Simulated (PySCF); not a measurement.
C8H16OP (charge +1).
SMILES with atom numbers: `[CH3:1]/[CH:2]=[CH:3]\[P@@H+:4]([CH2:5][CH3:6])[CH2:7][C:8]([CH3:9])=[O:10]` (hydrogens: H11, H12, H13 on C1; H14 on C2; H15 on C3; H16 on P4; H17, H18 on C5; H19, H20, H21 on C6; H22, H23 on C7; H24, H25, H26 on C9)

Level: PBE0/pcSseg-1 in PySCF, non-relativistic, on one gas-phase PBE0-D3(BJ)/def2-SVP geometry that isn't relaxed in the solvent. The solvent is an IEF-PCM continuum (cavity from Bondi-type radii × 1.2). Only the electrostatic response of the medium enters.

Gas phase at PBE0/pcSseg-1: HOMO -11.59 eV, LUMO -4.89 eV.

Question: What does the continuum do to the energy and the frontier levels at PBE0/pcSseg-1 in methanol and water?

Answer: 
| solvent | ε | E(solvent) − E(gas) (kJ/mol) | polarisation term (kJ/mol) | distortion of the solute (kJ/mol) | HOMO (eV) | LUMO (eV) |
| --- | --- | --- | --- | --- | --- | --- |
| methanol | 32.61 | -215.23 | -224.37 | 9.14 | -8.06 | -1.17 |
| water | 78.36 | -219.75 | -229.60 | 9.85 | -7.99 | -1.10 |

The first energy column is the sum of the next two and covers electrostatics alone. From methanol to water the lowering changes by a factor 1.02, Born's factor 1 − 1/ε by 1.02 and ε itself by 2.4.

Question: Which radius a makes Born's formula ΔE = −(q²/2a)(1 − 1/ε) give the value in water?

Answer: a = q²(1 − 1/ε)/(2|ΔE|) = 3.12 Å, with q = +1 e and |ΔE| = 0.0837 Eh; the farthest nucleus lies 4.31 Å from the centroid of the nuclei. The formula assumes a point charge at the centre of a sphere.

Question: Which ESP-fitted charges (PBE0/pcSseg-1) respond most in methanol (means over atoms taken as equivalent)?

Answer: 
| atoms | environment | gas (e) | solvent (e) | change |
| --- | --- | --- | --- | --- |
| P4 | phosphonium phosphorus | +0.771 | +0.862 | +0.091 |
| O10 | ketone oxygen | -0.502 | -0.575 | -0.073 |
| C8 | ketone carbonyl carbon | +0.759 | +0.810 | +0.051 |
| C3 | alkene CH carbon | -0.721 | -0.758 | -0.037 |
| C5 | sp3 carbon bound to phosphorus | -0.188 | -0.154 | +0.034 |
| C6 | methyl carbon | -0.315 | -0.349 | -0.034 |

Question: Which Mayer bond orders change most in methanol?

Answer: 
| bond | length (Å) | gas | solvent | change |
| --- | --- | --- | --- | --- |
| C8–O10 | 1.208 | 1.984 | 1.957 | -0.027 |
| C7–C8 | 1.528 | 0.911 | 0.934 | +0.023 |
| C2–C3 | 1.346 | 1.857 | 1.877 | +0.020 |
| C3–P4 | 1.774 | 1.019 | 1.008 | -0.011 |
| C7–H23 | 1.103 | 0.899 | 0.890 | -0.009 |
| C1–C2 | 1.480 | 1.103 | 1.094 | -0.009 |
| C5–C6 | 1.523 | 1.033 | 1.041 | +0.008 |
| C1–H12 | 1.102 | 0.923 | 0.931 | +0.008 |

Question: How do the nuclear quadrupole coupling constants eQVzz/h respond in methanol?

Answer: 
```
   nucleus  Q (barn)  gas (MHz)  solvent (MHz)  η gas  η solvent
17O at O10   -0.0256      11.76          11.50   0.48       0.42
```

The run took 60 s wall on one thread, Arm Neoverse V2 (aarch64), shared host with 32 logical CPUs at a one-minute load of 16, and the process peaked at 1.5 GiB of memory. This is the whole shielding run at PBE0/pcSseg-1 in water, SCF included.

The values belong to the conformer `[CH3:1]/[CH:2]=[CH:3]\[P@@H+:4]([CH2:5][CH3:6])[CH2:7][C:8]([CH3:9])=[O:10]`: C2–C3–P4–C5 133°, C3–P4–C5–C6 -178°, C3–P4–C7–C8 70°, P4–C7–C8–C9 -177°.
